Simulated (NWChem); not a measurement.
**Total energies of H3P2**

```xyz
5

P      0.9659    -0.4312     0.4281
P     -0.8888     0.3141    -0.4696
H      1.6893     0.7336     0.0101
H     -1.0635     1.5031     0.3047
H     -1.7821    -0.4807     0.3079
```
Charge 0, spin multiplicity 2.

The numbers come from NWChem runs, not from measurements. The geometry was optimised at UPBE0/def2-SVP, a minimum by its harmonic frequencies. It is one conformer; others weren't searched.

Basis set: 6-311G** (70 functions).

```csv
method,total energy (Ha),relative cost
UHF,-683.20265,1
UMP2,-683.42461,under 3
UB2PLYP,-684.19989,under 3
UPBE,-684.15758,under 3
UB3LYP,-684.52069,under 3
ULC-wPBE (omega 0.3 per bohr),-684.20382,3
```

Total energies of different functionals aren't comparable as a measure of quality: only differences taken within one method are. Relative cost: rough, from shared machines, SCF included, UHF = 1.

The correlated methods keep 10 core orbitals frozen. B3LYP has NWChem's definition, with VWN1-RPA local correlation. GW and range-separated runs recompute their integrals, the others keep them in memory, which bears on the times. The Pople sets run with spherical d functions. The structure started from a generated list of species. The stability of the SCF solutions was not checked. Open-shell Hartree-Fock references start from PBE0 orbitals; any time given for them includes that run.
